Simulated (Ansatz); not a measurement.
`O[Si](F)([SiH3])S` + `OB(O)O[SiH3]` → `OB(O[SiH3])O[SiH3]` + `O[SiH](F)S`  (cleavage of the Si–Si bond)

Gas-phase electronic energies from Ansatz, PBE0-D4/def2-TZVP geometries. CCSD(T)/CBS adds triple-zeta CCSD(T) − MP2 to the extrapolated MP2 energy (def2 sets, frozen cores). Functionals use def2-TZVPP. Each species was taken in one conformer, which may not be the lowest.

`O[Si](F)([SiH3])S`:

Cartesian coordinates in Å:
```
O 1.068 -1.506 -0.800
Si 0.408 -0.034 -0.565
F 1.496 1.126 -0.756
Si -0.412 0.053 1.617
S -1.073 0.266 -2.074
H 1.343 -1.748 -1.688
H -1.033 1.387 1.831
H -1.445 -1.000 1.787
H 0.678 -0.147 2.607
H -1.030 1.604 -1.959
```

`OB(O)O[SiH3]`:

Cartesian coordinates in Å:
```
O -0.027 -0.968 1.397
B 0.818 -0.452 0.458
O 2.155 -0.721 0.529
O 0.312 0.327 -0.542
Si -1.245 0.792 -0.846
H 0.430 -1.500 2.052
H 2.646 -0.305 -0.183
H -2.108 -0.391 -1.087
H -1.785 1.585 0.287
H -1.196 1.632 -2.066
```

`OB(O[SiH3])O[SiH3]`:

Cartesian coordinates in Å:
```
O 0.366 2.703 -0.207
B 0.196 1.356 -0.112
O -0.572 0.758 -1.060
Si -1.411 -0.606 -1.394
O 0.798 0.676 0.914
Si 1.099 -0.876 1.361
H 0.933 3.039 0.490
H -0.629 -1.459 -2.323
H -1.689 -1.364 -0.144
H -2.693 -0.218 -2.028
H 0.068 -1.333 2.326
H 2.434 -0.906 2.005
H 1.099 -1.770 0.173
```

`O[SiH](F)S`:

```xyz
7

O     0.818   -1.398    0.381
Si    0.119   -0.152   -0.391
F     1.143    1.037   -0.669
S    -1.435    0.626    0.829
H     1.061   -1.289    1.302
H    -0.317   -0.661   -1.700
H    -1.389    1.838    0.250
```

```csv
level,ΔE (kJ/mol),difference from CCSD(T)/CBS
ωB97X-V,-78.7,3.4
B2PLYP,-84.3,-2.2
HF/def2-TZVPP,-104.8,-22.7
MP2/def2-TZVPP,-88.3,-6.2
CCSD/def2-TZVPP,-85.0,-2.9
HF/def2-QZVPP,-107.5,-25.4
MP2/def2-QZVPP,-89.5,-7.4
SCS-MP2/def2-QZVPP,-93.4,-11.3
MP2/CBS(def2),-88.7,-6.6
CCSD/CBS(def2),-85.4,-3.3
CCSD(T)/CBS,-82.1,0
```

Largest T1 diagnostic among the species: 0.013.

In def2-TZVPP, CCSD(T) changes the Hartree–Fock value by +23.1 kJ/mol (the triples alone add +3.3 kJ/mol) and MP2 by +16.5 kJ/mol. From PBE to PBE0 (25 % exact exchange), in def2-TZVPP and without D4, ΔE moves by −9.1 kJ/mol.
